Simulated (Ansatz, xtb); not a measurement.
System: CH$_{2}$I, charge 0, multiplicity 2. It need not be the lowest isomer of its formula. SMILES: [CH2]I
Geometry from a B3LYP-D3(BJ)/def2-TZVP (Ansatz, a first-principles code) optimisation:
```
C
H 1 1.0769
H 1 1.0769 2 123.40
I 1 2.0455 2 118.30 3 -180.00
```
Charge 0, spin multiplicity 2.

Harmonic wavenumbers from GFN2-xTB (xtb, at its own minimum), cm⁻¹: 257, 695, 880, 1313, 3138, 3204.

Give the harmonic wavenumbers at B3LYP-D3(BJ)/def2-TZVP (Ansatz, finite differences of forces, unscaled).

184, 618, 852, 1359, 3169, 3320 cm⁻¹. Zero-point energy 13.6 kcal/mol.

From these and the geometry, give the ideal-gas thermochemistry at 298.15 K and 1 atm (rigid rotor, harmonic oscillator).

Point group C2v, rotational symmetry number 2. Rotational constants 278.8, 8.842, 8.57 GHz. S(trans) 40.74, S(rot) 18.88, S(vib) 2.90, S(elec, spin only) 1.38, S 63.9 cal/(mol K). H(298) - H(0) 2.88 kcal/mol; G - E(el) -2.6 kcal/mol.
